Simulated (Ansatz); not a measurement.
Species: trifluoro(trifluoromethyl)silane, CF$_{6}$Si, net charge 0, singlet state. SMILES: FC(F)(F)[Si](F)(F)F
Structure (B3LYP-D3(BJ)/def2-TZVP (Ansatz, a first-principles code) minimum search):
```
Si
F 1 1.5705
F 1 1.5705 2 109.74
F 1 1.5705 2 109.74 3 120.67
C 1 1.9135 2 109.20 4 119.66
F 5 1.3492 1 111.34 2 -180.00
F 5 1.3492 6 107.54 1 122.22
F 5 1.3492 6 107.54 7 115.55
```
Charge 0, spin multiplicity 1.

Computed values are from Ansatz. Correlated levels leave the core frozen unless marked. Open shells are spin-unrestricted. No spin-orbit coupling. Non-relativistic. Basis-set limits of correlation are two-point, X^-3; Hartree-Fock from the larger set.

| Item | Value |
|---|---|
| atomisation energy De | 845.7 kcal/mol at CCSD(T)/CBS(cc-pV(T+d)Z,cc-pV(Q+d)Z) |
| total energy | -926.0731 Eh at CCSD(T)/CBS(cc-pV(T+d)Z,cc-pV(Q+d)Z) |
| dipole moment | 0.61 D at CCSD(T)/aug-cc-pV(D+d)Z |
| T1 diagnostic | 0.012 at CCSD/cc-pV(Q+d)Z |
